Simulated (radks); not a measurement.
The numbers below are computed, except where a source is named.
Q: These are the eigenvalues of the occupied orbitals of an atom or ion with whole-number occupations (hartree). Code: a radial shooting solver on a logarithmic mesh with Libxc functionals. Model: scalar-relativistic Kohn-Sham, B86b exchange with PBE correlation, spin-unpolarised, spherical densities, finite nucleus; Fermi nuclear charge, rms radius of each element as measured or else 0.836 A^(1/3) + 0.57 fm.

1s: -301.9805
2s: -36.18296
2p: -31.14452
3s: -4.20355
3p: -2.75131
3d: -0.47746

Which element is it, and in what charge state? The configuration may be excited.

A: Z = 28, nickel, charge +1: Ni+ in [Ar] 3d9. The list shows which subshells hold electrons but not how many an open one holds; the 1s level, -301.98 hartree, gives Z - s = 24.6 by -(Z - s)^2/2, which with screening and relativity narrows Z to a few neighbours, and the depths of the outer levels then fix element, charge and occupations together.
